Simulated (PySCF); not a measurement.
## Germanium: a sound run and one with changed settings

Sound run: Ge⁺ [Ar] 3d10 4s2 4p1, Ge²⁺ [Ar] 3d10 4s2. Calculation: PySCF 2.14, in aug-cc-pVDZ-DK (6s5p3d, 36 functions); the spin-free X2C one-electron Hamiltonian (Gaussian nucleus). The sound run starts from symmetry-adapted Hartree-Fock orbitals and uses a fine grid where one is needed.

A second run was set up differently.

| species | method | sound run (hartree) | changed run (hartree) | converged |
| --- | --- | --- | --- | --- |
| Ge⁺ | UHF | -2096.68721 | -2096.68721 | yes |
| Ge⁺ | PBE0 | -2098.07697 | -2098.15083 | yes |
| Ge⁺ | TPSS | -2098.30846 | -2098.41278 | yes |
| Ge²⁺ | UHF | -2096.12748 | -2096.12748 | yes |
| Ge²⁺ | PBE0 | -2097.49563 | -2097.56917 | yes |
| Ge²⁺ | TPSS | -2097.72721 | -2097.83392 | yes |

Ionisation energy of Ge⁺:

```
method  sound run (eV)  changed run (eV)
   UHF          15.231            15.231
  PBE0          15.819            15.828
  TPSS          15.817            15.752
```

Question: What was changed?
A. basis contracted for another Hamiltonian
B. radial grid too coarse
C. all electrons correlated in a valence basis
D. too few SCF iterations

Answer: B. It used radial step 0.5 in ln r (0.13 in the sound run). A coarse radial grid mis-integrates the density and the exchange-correlation energy, with errors of either sign; Hartree-Fock needs no grid.
